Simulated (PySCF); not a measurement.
Pt (SMILES [Pt]), triplet (core potentials on Pt).

Input for PySCF:
```python
from pyscf import gto, scf, dft
import numpy

mol = gto.M(
    atom='''
Pt    0.00000000    0.00000000    0.00000000
''',
    basis='def2-tzvpd',
    ecp={'Pt': 'def2-tzvpd'},
    spin=2,
    verbose=4,
)
print('smallest overlap eigenvalue', numpy.linalg.eigvalsh(mol.intor('int1e_ovlp'))[0])

mf = dft.UKS(mol)
mf.xc = 'pbe0'
mf = mf.density_fit(auxbasis='def2-universal-jkfit')
mf.kernel()
```

Q: What does this run give for the HOMO energy, total energy, <S^2>, number of basis functions, dipole moment?

A: 
The HOMO energy is -6.64 eV. The total energy comes out as -119.254944 Ha and the <S^2> is 2.001. The number of basis functions is 43 and the dipole moment comes out as 0.00 D.

These values belong to the state on which the SCF converged, which isn't shown to be the lowest.
